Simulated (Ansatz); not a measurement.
Geometry optimisation, RKS PBE0-D4/def2-TZVP (Ansatz).

Input:

```yaml
crystal:
  periodic: [false, false, false]
  atoms:
    - { symbol: Ge, position_ang: [0.0, 0.0, 0.0] }
    - { symbol: H, position_ang: [1.0763, 0.0, 1.3798] }
    - { symbol: H, position_ang: [1.6596, 0.0, 0.5553] }
    - { symbol: H, position_ang: [-0.73, 1.2648, -0.5162] }
    - { symbol: H, position_ang: [-0.73, -1.2648, -0.5162] }
basis:
  gaussian: { orbitals: def2-TZVP }
hamiltonian:
  xc: pbe0
  dispersion: d4
relax:
  f_tol: 0.15
  max_steps: 25
  restrain:
    - { distance: [1, 2], at: 0.66, k: 30.0 }
    - { distance: [0, 1], at: 2.75, k: 30.0 }
    - { distance: [0, 2], at: 2.75, k: 30.0 }
```

Launched with:

```bash
$ ansatz run input.yaml --threads 1 --pin off --max-ram 2048MiB --backend cpu --events-out ev --progress --plain --runs-dir out
```

Problem. Where does it end, and by what steps?

Solution. The run converged. The restraints hold the end off the free minimum; the threshold counts their pulls, which the force column leaves out. Restrained pairs: H2–H3 (1.01 → 0.71 Å), Ge1–H2 (1.75 → 2.75 Å), Ge1–H3 (1.75 → 2.75 Å). After 8 steps the energy has fallen by 1.672 eV (the restraints' own energy left out); Ge1 moved furthest, 1.05 Å.

```json
{"step": "0", "energy less start (eV)": "0.0000", "largest force component (eV/Å)": "2.462", "accepted": "yes"}
{"step": "1", "energy less start (eV)": "0.8390", "largest force component (eV/Å)": "2.580", "accepted": "yes"}
{"step": "2", "energy less start (eV)": "0.7842", "largest force component (eV/Å)": "2.952", "accepted": "yes"}
{"step": "3", "energy less start (eV)": "0.2629", "largest force component (eV/Å)": "4.097", "accepted": "yes"}
{"step": "4", "energy less start (eV)": "-0.7844", "largest force component (eV/Å)": "2.281", "accepted": "yes"}
{"step": "5", "energy less start (eV)": "-1.2144", "largest force component (eV/Å)": "2.777", "accepted": "yes"}
{"step": "6", "energy less start (eV)": "-1.5928", "largest force component (eV/Å)": "0.840", "accepted": "yes"}
{"step": "7", "energy less start (eV)": "-1.6647", "largest force component (eV/Å)": "1.297", "accepted": "yes"}
{"step": "8", "energy less start (eV)": "-1.6723", "largest force component (eV/Å)": "1.342", "accepted": "yes"}
```

```xyz
5
Properties=species:S:1:pos:R:3
Ge -0.094 0.000 -1.042
H 1.209 0.000 1.377
H 1.787 0.000 0.960
H -0.813 1.138 -0.196
H -0.813 -1.138 -0.196
```

Run time: 12 s on 1 thread of Arm Neoverse V1, with other jobs on the host, peak memory 0.12 GiB.
